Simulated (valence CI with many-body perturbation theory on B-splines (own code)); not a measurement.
# Ir⁵⁺: magnetic and hyperfine properties of the levels

Calculated by configuration interaction combined with many-body perturbation theory (CI+MBPT): four valence electrons over a frozen Dirac-Fock core [Xe] 4f14, a basis of 9 s, 9 p, 10 d, 8 f, 5 g, 3 h, 1 i functions for each j, with the one-electron correlation potential Σ1, the two-electron term Σ2, the three-electron term Σ3, Breit, model QED; selected CI, second order for the rest, scaled by the run's own slope (own B-spline code, finite nucleus).

No measured spectrum was set against this ion. As an estimate, terms of the open shell hold to 2 to 4 % of their energy, and close levels can change places; different configurations can be misplaced against each other by 1,000 to 8,000 cm⁻¹. Core correlation moves these levels by up to 15000 cm⁻¹, and in measured spectra 5 to 20 % of such shifts remained as error; rates that hang on mixing are uncertain with them. Only levels of the ground parity were solved; by the run's estimate the other parity begins above the list, which can be wrong where configurations are misplaced.

A/g_I is the dipole constant over the nuclear g factor μ/I (μ in nuclear magnetons, uniformly magnetised nucleus), B/Q the quadrupole constant per barn. Both hold the static response of the core; the bare values leave it out. Large factors of s and p1/2 electrons are usually good to 5 to 10 %; those of open d and f shells near neutrality can be off by tens of per cent, and small factors of p3/2, d and f electrons come from cancelling terms and can be off by a factor of two or in sign, in half-filled shells by more. B is blank for J = 1/2, where it vanishes, and for nearly pure S terms. Energies count from the lowest level. Levels with J = 0 are left out.

Names give the largest LS component (configuration and term), which can be under half, so a name can repeat, a term be missing and a line seem to break the LS rules; names also repeat where a configuration has a term twice. Letters in brackets count levels of one name in rising energy.

```tsv
Level	E (cm⁻¹)	g	A/g_I (MHz)	A/g_I bare	B/Q (MHz/b)	B/Q bare
5d4 5D_1	5636	1.499	-1170	-71.1	608	526
5d4 5D_2	10347	1.468	-831	376	600	493
5d4 5D_3	13878	1.441	-550	711	-199	-247
5d4 5D_4	15902	1.353	-78.9	1040	-1400	-1350
5d4 3H_4	23933	1.001	1160	1250	237	158
5d4 3G_3	28245	0.904	1490	1330	322	287
5d4 3F_2 [a]	29117	0.836	1650	1200	807	753
5d4 3H_5	29787	1.073	931	1240	1300	1100
5d4 3P_1 [a]	30276	1.366	-152	972	-70.2	-78.0
5d4 3H_6	32374	1.117	807	1280	1370	1140
5d4 3G_4	35446	1.034	1100	1340	-778	-663
5d4 3P_2 [a]	36423	1.254	215	974	273	212
5d4 3F_4 [a]	38080	1.154	543	1010	183	164
5d4 3F_3 [a]	38148	1.162	696	1290	489	424
5d4 3F_3 [b]	41649	1.106	629	914	158	192
5d4 1D_2 [a]	43885	1.123	912	1510	386	295
5d4 3G_5	44301	1.160	569	1070	-923	-809
5d4 3D_1	46240	0.653	2490	1600	444	355
5d4 1I_6	46248	1.049	1010	1250	2020	1810
5d4 1G_4 [a]	51860	1.092	751	1040	914	794
5d4 3P_2 [b]	52568	1.186	495	1110	49.3	-24.3
5d4 1F_3	55337	1.065	915	1180	1460	1390
5d4 3P_2 [c]	58930	1.226	342	1050	626	580
5d4 3F_4 [b]	63675	1.154	487	918	43.6	79.9
5d4 3F_2 [b]	65381	0.905	1680	1550	1140	1040
5d4 3F_3 [c]	65865	1.071	990	1320	1830	1590
5d4 3P_1 [b]	66388	1.482	-1060	143	-663	-546
5d4 1G_4 [b]	70015	1.061	1040	1340	1150	1020
5d4 1D_2 [b]	85375	1.000	1140	1210	-2070	-1880
5d3 6s 5F_1	107790	0.077	-9160	-9210	-483	-425
5d3 6s 5F_2	110880	1.013	7430	6800	-710	-645
5d3 6s 5F_3	116550	1.242	6350	6200	-554	-536
5d3 6s 5F_4	121710	1.313	5710	5800	-427	-465
5d3 6s 3F_2 [a]	123960	1.223	5340	5380	-802	-740
5d3 6s 5F_5	125690	1.324	5770	5930	-179	-284
```

Problem. Take the isotope of mass number 193, with I = 3/2, μ = 0.163 μN and Q = 0.751 b. What is the hyperfine structure of 5d4 3F_2 [a]?

Solution. From the table A = 180 MHz, B = 606 MHz. Shifts from the centre of gravity in MHz: F = 1/2: -280, F = 3/2: -540, F = 5/2: -469, F = 7/2: 692.
